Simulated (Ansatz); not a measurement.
CH7MoN3O, SMILES `C[O][Mo](=[NH])(=[NH])[NH2]`. Charge 0, multiplicity 1. Mo takes the def2 core potential. All single points use the PBE0-D4/def2-TZVP geometry. It is one conformer, not always the lowest.

```xyz
13

C    -1.716    0.303   -1.456
O    -1.034    0.837   -0.353
Mo    0.354    0.042    0.643
N     0.075   -1.666    0.728
N     0.405    0.821    2.189
N     2.082    0.283   -0.208
H    -2.642    0.867   -1.605
H    -1.966   -0.752   -1.301
H    -1.112    0.387   -2.368
H    -0.094   -2.541    1.204
H     0.377    0.854    3.198
H     2.728    1.011    0.056
H     2.543   -0.446   -0.728
```

**Question.** What is the dipole moment at PBE/def2-TZVPP? (An estimate is asked.)

**Answer.** Computed: 1.54 D, with components (0.94, -1.20, -0.25) D in this frame, pointing from negative to positive charge.

**Question.** And with r2SCAN, B3LYP, ωB97M-V? (An estimate is asked.)

**Answer.** Ansatz gave: r2SCAN 1.57 D, B3LYP 1.62 D, ωB97M-V 1.67 D.

**Question.** Give the Mulliken charges with PBE, r2SCAN, B3LYP in def2-TZVPP. (Estimate.)

**Answer.** The calculation gave: 
| atom | PBE | r2SCAN | B3LYP |
| --- | --- | --- | --- |
| C1 | -0.10 | 0.04 | -0.09 |
| O2 | -0.43 | -0.50 | -0.51 |
| Mo3 | 1.28 | 1.48 | 1.49 |
| N4 | -0.58 | -0.64 | -0.63 |
| N5 | -0.62 | -0.67 | -0.66 |
| N6 | -0.54 | -0.59 | -0.56 |
| H7 | 0.10 | 0.06 | 0.10 |
| H8 | 0.10 | 0.06 | 0.10 |
| H9 | 0.10 | 0.06 | 0.10 |
| H10 | 0.17 | 0.17 | 0.16 |
| H11 | 0.18 | 0.17 | 0.16 |
| H12 | 0.18 | 0.18 | 0.17 |
| H13 | 0.18 | 0.18 | 0.16 |

B3LYP here is the variant with VWN-RPA as its local correlation; programs differ in this.
